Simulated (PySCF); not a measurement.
CH4MgSe, SMILES [CH3][Mg][SeH].

Coordinates come from a B3LYP-D3(BJ)/def2-TZVP optimisation. Other conformers were not sampled.

The numbers are results of B3LYP-D3(BJ)/def2-TZVP (PySCF), not measurements.

Frequencies are harmonic and unscaled.

```
mode  ν (cm⁻¹)  IR (km/mol)  moving atoms (share of kinetic energy)
----  --------  -----------  --------------------------------------
1           10          1.5                                  H 99 %
2           92         22.0                 Mg 60 %, H 18 %, C 17 %
3          100         19.3                 Mg 62 %, H 17 %, C 17 %
4          272          8.5         C 34 %, Se 31 %, Mg 26 %, H 9 %
5          455          2.0                                  H 96 %
6          580         55.8                          H 81 %, C 15 %
7          582         62.2                  H 75 %, C 17 %, Mg 8 %
8          586         65.6                 Mg 49 %, C 34 %, H 15 %
9         1158          0.4                          H 83 %, C 17 %
10        1451          0.1                                  H 95 %
11        1451          0.0                                  H 95 %
12        2381         16.1                                  H 99 %
13        3014         28.5                                  H 97 %
14        3085         14.5                           H 91 %, C 9 %
15        3087         14.6                           H 91 %, C 9 %
```
